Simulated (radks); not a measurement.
Results of a calculation; reference values are marked as such.
Neutral titanium inside a hard spherical wall (all orbitals vanish at R), configuration held at [Ar] 3d2 4s2 and not refilled when levels cross. Level of theory: scalar-relativistic Kohn-Sham, LDA (Slater exchange, Perdew-Wang correlation), spin-unpolarised, spherical densities, point nucleus (a radial shooting solver on a logarithmic mesh with Libxc functionals). Eigenvalues in eV, with the zero of energy where the potential of the charges vanishes at infinity; a dash marks a level that is unbound or too diffuse for the functional's potential to be trusted. A positive occupied level is held by the wall or, in an anion where self-interaction has pushed it up, behind a barrier. The pressure on the wall is -dE/dV.

R (bohr)	E (hartree)	kinetic (hartree)	e(3s)	e(3p)	e(4s)	e(3d)	e(4p, empty)	e(5s, empty)	pressure (GPa)
free	-851.72463	858.408	-62.267	-38.790	-4.594	-4.464	-1.535	-0.058	0
20	-851.72463	858.408	-62.267	-38.790	-4.594	-4.464	-1.535	0.053	< 0.0001
12	-851.72454	858.409	-62.258	-38.780	-4.586	-4.455	-1.499	0.901	0.00164
7	-851.70341	858.542	-61.442	-37.971	-3.855	-3.703	-0.182	7.751	1.07
3.5	-850.69336	862.007	-51.724	-28.502	12.662	5.923	21.083	72.554	254
3	-849.68949	865.171	-46.587	-23.426	26.185	11.751	36.766	113.41	764
2.5	-847.29303	872.617	-37.342	-13.931	55.011	22.920	68.312	189.79	2800
1.5	-817.66538	951.229	39.009	67.132	316.77	108.54	327.52	750.72	87900
